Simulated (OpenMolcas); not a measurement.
Os6+ (d2) among equal point charges was computed by CASSCF with the d shell active (OpenMolcas, ANO-RCC-VDZP on the metal). Its lowest spin-free states, and all those of the highest spin:

```tsv
2S+1	Degeneracy	E (cm-1)
3	3	0.0
3	3	1611
3	1	3576
1	3	12990
1	2	13676
3	3	15228
1	3	19500
1	3	20490
1	1	20746
1	2	20810
1	1	48733
```

Is the site octahedral, tetrahedral or cube-like, axial, or of lower symmetry?

The states with 2S+1 = 3 have orbital degeneracies 3, 3, 1, 3. Threefold states need a cubic site. For d2 at this spin an octahedron puts the threefold T1 below the threefold T2 and a tetrahedron or cube puts the single A2 below the threefold T2, so the site is octahedral. The run had Os6+ among 6 point charges of -1 e arranged as an octahedron (Oh), 2.33 Å from the ion.

Spin-orbit coupling mixes the spin-free states strongly: the lowest level takes only 60 % from its leading state, 3T1. Without dynamic correlation the repulsion within the d shell is too large (B by tens of per cent), so at a given field states of lower spin stand too high. This field is weak: 10Dq is about 1971 cm-1, while octahedral complexes of 5d ions of charge 3 and more, computed by the same method with explicit ligands, had a median near 35000 cm-1. Ground spin and moment need not be those of a real site. The ground term spreads over less than 5000 cm-1, several times less than with real ligands, so orbital moments are less quenched and χT lies further from the spin-only value than at real sites. This is an electrostatic model: the charges have no orbitals. No measured value stands beside these numbers.
